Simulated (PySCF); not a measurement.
Static response to an electric field

Species: BH9O3Si3.
Structure used (PBE0-D3(BJ)/def2-SVP), in Å, numbered top down from 1:
```
atom  x, y, z in Å
O1    -1.9615    1.1373    1.0876
B2    -2.5958    0.0840    0.5102
O3    -3.9297   -0.0828    0.6634
Si4   -1.4021   -1.1579   -0.5534
O5     0.0839   -0.3790   -0.3155
Si6    1.6911   -0.6367   -0.6889
Si7    2.8995    1.1422    0.2416
H8    -1.0158    1.1070    0.8808
H9    -4.3144    0.6185    1.2059
H10   -1.3052   -2.5652   -0.0479
H11   -1.6837   -1.2397   -2.0226
H12    1.8801   -0.6888   -2.1735
H13    2.1521   -1.9449   -0.1239
H14    4.3665    0.9522    0.0182
H15    2.4784    2.4344   -0.3836
H16    2.6395    1.2181    1.7132
```

Level: wB97X-D/def2-SVPD (PySCF), static field, nuclei fixed, core orbitals frozen in the response. The polarisability tensor in these axes (au):

```
x   123.08   7.14  -1.10
y     7.14 107.99  10.21
z    -1.10  10.21  97.55
```

Q: What are the eigenvalues, a third of the trace, and Δα (Δα² = ½Σ(αi − αj)² over the three pairs)?

A: Principal values 90.61, 111.78 and 126.24 au; mean 109.54 au = 16.23 Å³ = 18.06 × 10⁻⁴⁰ C²·m²/J; Δα = 31.04 au (28 % of the mean).

Q: What is the dipole moment, and where does it point?

A: (0.63, 0.32, 0.12) D, 0.71 D in size, pointing from the negative to the positive side. Measured along this direction, the outermost atoms are O3 and H9 at the negative end and H14 at the positive end.

Q: Give the eigenvalues of the traceless quadrupole moment Θ = ½Σq(3rr − r²1), origin at the centre of nuclear charge.

A: -5.42, -0.52, 5.94 D·Å. The values depend on the origin, since the dipole doesn't vanish. The electronic extent ⟨r²⟩ about the same centre is 2128 bohr², a root-mean-square distance of 2.73 Å for the 80 electrons.

Q: In TDDFT the mean static polarisability is Σ f/ω² over all singlet excitations (ω in hartree). How much of it do the 10 lowest give? Their energies (eV) and oscillator strengths: 6.44, 0.0135; 6.84, 0.0295; 6.87, 0.0028; 6.99, 0.0001; 7.47, 0.0247; 7.74, 0.0097; 7.86, 0.0519; 7.89, 0.0002; 7.97, 0.3533; 8.02, 0.0173.

A: They add up to 6.14 au, 5.6 % of the 109.54 au; the largest single term is 4.12 au, from the state at 7.97 eV. Terms in order: 0.24, 0.47, 0.04, 0.00, 0.33, 0.12, 0.62, 0.00, 4.12, 0.20 au. Higher excitations give the rest. The strengths listed sum to 0.503.

Q: Molar refractivity from α?

A: Lorentz–Lorenz: R = (4π/3)N_A α = 2.5225 cm³/(mol·Å³) × 16.23 Å³ = 40.9 cm³/mol, in the limit of long wavelengths.

Q: In a dilute gas of rigid molecules at 273 K, how does the orientational term μ²/3kT compare with the electronic polarisability?

A: In Gaussian units μ²/3kT = 4.49 Å³ against 16.23 Å³, a ratio of 0.28; the Debye molar polarisation (4π/3)N_A(α + μ²/3kT) is 52.3 cm³/mol, leaving out the vibrational part.

Geometry: PBE0-D3(BJ)/def2-SVP, one conformer, isolated molecule.

The run behind these numbers computed excited states and ΔSCF ions as well. On one thread of an Arm Neoverse V1, on a shared host, this took 4.4 min of wall time and 1.2 GiB of memory at its peak.
